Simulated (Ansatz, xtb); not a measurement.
Relaxing a trial structure of CH7B2Si+

The starting geometry of this gas-phase singlet was built from a drawn formula by distance geometry and a force field; its bonds are those of `[BH+]CB[SiH3]`.

```xyz
11

C    -0.6983   -0.6398    0.3113
B    -0.1832    0.1486    1.4657
B    -0.3142    0.2602   -0.8864
Si   -1.6552    0.9418   -2.1435
H    -0.1648    0.3813    2.3547
H    -1.7628   -0.7831    0.3105
H    -0.1989   -1.6461    0.1941
H     0.8468    0.5162   -1.0817
H    -2.9528    0.5101   -1.7328
H    -1.3522    0.4967   -3.5257
H    -1.5881    2.3892   -2.1738
```

Problem. Predict what becomes of its bonds when it is optimised with r2SCAN-D4/def2-SVP.

Solution. New bonds form, giving a structure with H8 bridging B3 and B2, given below by its coordinates. Distances that change by over a tenth: B2–H5 (0.92 → 1.19 Å), B3–H8 (1.20 → 1.38 Å). Contacts that close: B2–B3 (2.36 → 1.77 Å), B2–H8 (2.77 → 1.34 Å).

The energy falls by 2.90 eV over 27 steps:

```json
{"step": "1", "E − E(last) (eV)": "2.899"}
{"step": "4", "E − E(last) (eV)": "0.560"}
{"step": "7", "E − E(last) (eV)": "0.388"}
{"step": "10", "E − E(last) (eV)": "0.244"}
{"step": "13", "E − E(last) (eV)": "0.075"}
{"step": "15", "E − E(last) (eV)": "0.054"}
{"step": "18", "E − E(last) (eV)": "0.034"}
{"step": "21", "E − E(last) (eV)": "0.006"}
{"step": "24", "E − E(last) (eV)": "0.000"}
{"step": "27", "E − E(last) (eV)": "0.000"}
```

Final geometry (Å):

```xyz
11

C    -1.0626   -0.7015    0.6693
B     0.1526    0.1041    0.8913
B    -0.8986    0.2397   -0.5300
Si   -1.5468    0.9066   -2.3333
H     0.8382    0.6097    1.7217
H    -1.8021   -1.1458    1.3420
H    -1.0959   -1.3079   -0.3107
H     0.3860    0.6795   -0.3012
H    -2.8925    0.3224   -2.5624
H    -0.5365    0.4828   -3.3399
H    -1.5657    2.3856   -2.1544
```

From the same start GFN2-xTB ends elsewhere, differing in B2–H8 (2.16 against 1.34 Å here).

No frequencies were run, so the end isn't proven a minimum. Run with Ansatz 0.2.0, 30 s on 2 threads of Intel(R) Xeon(R) 6975P-C (Granite Rapids) (shared host).
